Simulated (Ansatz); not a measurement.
`CN[BH][AlH2]` + HCl → `[AlH2][BH]Cl` + CH₃NH₂ at 500 K and 1 bar (ligand exchange at a B–N bond).

Program: Ansatz. Geometries: PBE0-D4/def2-TZVP. ΔE: electronic, gas phase. CCSD(T)/CBS adds triple-zeta CCSD(T) − MP2 to the extrapolated MP2 energy (def2 sets, frozen cores). This one scheme is used for every species. Each species was taken in one conformer, which may not be the lowest.

```csv
species,CCSD(T)/CBS energy (Eh),H − E (kJ/mol),S (J/(mol·K))
`CN[BH][AlH2]`,-363.77062,258.6,394.1
HCl,-460.38127,32.5,201.9
`[AlH2][BH]Cl`,-728.37691,102.2,350.1
CH₃NH₂,-95.75281,191.8,270.3
```

H − E and S are ideal-gas, rigid-rotor, harmonic terms from PBE0-D4/def2-TZVP, for one conformer and one mirror image of each species. 1 Eh = 2625.50 kJ/mol, R = 8.31446 J/(mol·K).

By hand: ΔE, ΔH, ΔS and ΔG.

ΔE = (-728.37691) + (-95.75281) − (-363.77062) − (-460.38127) = 0.02217 Eh = 58.2 kJ/mol. Δ(H − E) = 102.2 + 191.8 − 258.6 − 32.5 = 2.9, so ΔH = 61.1 kJ/mol. ΔS = 350.1 + 270.3 − 394.1 − 201.9 = 24.4 J/(mol·K). ΔG = 61.1 − 500 × (24.4)/1000 = 48.9 kJ/mol.

By hand: the equilibrium constant, and the temperature at which ΔG would vanish if ΔH and ΔS stayed fixed.

log₁₀ K = −ΔG/(RT ln 10) = -5.1. ΔG = 0 at ΔH/ΔS = 2504 K, far beyond where these terms or the molecules hold.

ΔH outweighs TΔS. A doubt of 5 kJ/mol in ΔE shifts log₁₀ K by 0.5 here. Other conformers and mirror images would add mixing entropy, several J/(mol·K) or more a flexible species. These are equilibria of isolated gas molecules and say nothing of rates. Largest T1 diagnostic: 0.014 (customary marks: 0.02 for closed shells, 0.045 for open ones).
